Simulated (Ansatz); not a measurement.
AsF3, triplet, geometry from GFN2-xTB (a higher spin typed on purpose: for a closed-shell molecule this is an excited state), atoms displaced at random by about 0.1 Å a coordinate. Base run: PBE0/def2-SV(P) run with Ansatz (a program for electronic structure).

Input for Ansatz:
Ansatz 0.2 input:
```yaml
crystal:
  periodic: [false, false, false]
  atoms:
    - {symbol: F, position_ang: [-1.89373006, -0.77337836, 0.28805725]}
    - {symbol: As, position_ang: [-0.03689866, -0.15376801, 0.00358344]}
    - {symbol: F, position_ang: [2.02296677, 0.15053475, -0.11020282]}
    - {symbol: F, position_ang: [-0.47570390, 1.26351735, -0.48860871]}
basis:
  gaussian:
    orbitals: def2-SV_P_.json
hamiltonian:
  xc: pbe0
magnetization: {spin_polarized: true, initial_magnetization: 2}
relax: {}
```
The basis file holds def2-SV(P) in the JSON format of the Basis Set Exchange.

The base run was repeated with changes; each row names its change, and settings that it needs were set with it.

```
change                          ΔE vs base (µEh)  optimiser steps  core-seconds (rough)
------------------------------  ----------------  ---------------  --------------------
base                                         0.0                7                    10
relax = max_displacement: 0.02              -0.3               19                    30
relax = f_tol: 0.0005                       -0.3                8                    10
relax = escape_saddle: false                 0.0                7                    10
relax = f_tol: 0.002                        -0.3                8                    10
relax = f_tol: 0.1                          20.6                5                    10
relax = max_displacement: 0.5               -0.2                8                    10
```
